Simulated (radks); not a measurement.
Problem. Species: Tb. Configuration: [Xe] 4f9 6s2. All-electron calculation, scalar-relativistic Kohn-Sham, LDA (Slater exchange, Perdew-Wang correlation), spin-polarised, spherical densities, point nucleus; open shells are filled with parallel spins first (spin-orbit coupling, left out, can overturn this in heavy ions). Program: a radial shooting solver on a logarithmic mesh with Libxc functionals. Some entries of the table are withheld. Estimate them.

orbital  occ.  eigenvalue (hartree)  <r> (bohr)
1s up       1             -1904.107     0.02152
1s down     1             -1904.107     0.02152
2s up       1             -315.6664     0.09156
2s down     1             -315.6636     0.09155
2p up       3             -280.6105     0.08091
2p down     3             -280.6085     0.08091
3s up       1             -70.01145      0.2397
3s down     1             -69.94100      0.2396
3p up       3             -59.20113      0.2384
3p down     3             -59.13121      0.2382
3d up       5             -45.08050      0.2167
3d down     5             -45.02591      0.2165
4s up       1             -13.89998      0.5418
4s down     1             -13.74736      0.5418
4p up       3             -10.33874      0.5740
4p down     3             -10.18788      0.5742
4d up       5              -5.45062      0.6239
4d down     5              -5.30290      0.6248
5s up       1              -1.78264       1.320
5s down     1              -1.70630       1.335
5p up       3                   (1)       1.564
5p down     3                   (2)       1.592
4f up       7              -0.16910      0.8878
6s up       1              -0.14436       4.069
6s down     1              -0.13865       4.152
4f down     2              -0.04354      0.9664

Solution. 
(1) 5p up eigenvalue (hartree): -0.94128
(2) 5p down eigenvalue (hartree): -0.88502
